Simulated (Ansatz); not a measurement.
CrF₃. Total charge 0; quartet. Geometry r2SCAN-D4/def2-TZVP, basis def2-TZVP, Ansatz.

Cartesian coordinates in Å:
```
Cr -0.0038 0.0005 0.0089
F -0.6611 1.5494 -0.3728
F -0.9129 -1.4278 -0.3235
F 1.5778 -0.1220 0.6873
```

```csv
run,HOMO (eV),LUMO (eV)
A,-6.61,-5.24
B,-6.48,-4.87
C,-7.17,-5.08
D,-9.64,-3.99
E,-9.26,-3.84
```

HOMO and LUMO are taken over both spins.

The runs used LDA (SPW92), PBE, PBE0, r2SCAN, r2SCAN0. Estimate which is which.

A LDA (SPW92) (0 % exact exchange); B PBE (0 % exact exchange); C r2SCAN (0 % exact exchange); D r2SCAN0 (25 % exact exchange); E PBE0 (25 % exact exchange). Exact exchange lowers occupied and raises empty levels; among semilocal functionals meta-GGAs tend to open the gap a little, and such runs are hard to tell apart. The gap grows from 1.37 eV (LDA (SPW92)) to 5.65 eV (r2SCAN0).
